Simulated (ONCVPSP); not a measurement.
Ar (Z = 18): ONCV pseudisation with PBE, scalar-relativistic reference atom.

- Element: argon
- Generator: ONCVPSP 4.0.1
- Type: optimised norm-conserving Vanderbilt (ONCV)
- Functional: PBE
- Relativity: scalar-relativistic
- Frozen core: [Ne]
- Valence charge: 8
- Reference configuration: 3s2 3p4 (charge +2)
- Partial waves: 3s: rc 1.25 bohr, ncon 4, nbas 7, qcut 6.2 1/bohr, 2 projectors, debl 3.4 Ha; 3p: rc 1.00 bohr, ncon 4, nbas 9, qcut 9.9 1/bohr, 2 projectors, debl 1.7 Ha; d scattering state at 0.04 Ha: rc 1.25 bohr, ncon 5, nbas 9, qcut 7.5 1/bohr, 2 projectors, debl 2.5 Ha
- Local potential: polynomial inside 0.75 bohr (lpopt 5, dvloc0 1 Ha)
- Core correction: Teter function, fcfact 3.5, rcfact 1.3

In the d channel the program set the typed energies aside and used 0.050, 2.550 Ha.

* Cutoffs needed: 40 Ha and 168 Ha (the cutoffs (Ha) at which the residual kinetic energy of the hardest occupied pseudo-wave falls to 1 and 0.1 mHa per electron)
* Ghost test: ghosts flagged at negative energy: p at -171.5 eV; GHOST(+) flagged for s at 155.0 eV; a true bound ghost makes a file unfit for plane-wave use
* Largest excitation error: +8.7 meV (all-electron minus pseudo) for 3s2 3p6, out of 4 test configurations
* rms error of d²Exc/dni dnj: 1.97 mHa without and 0.22 mHa with the model core
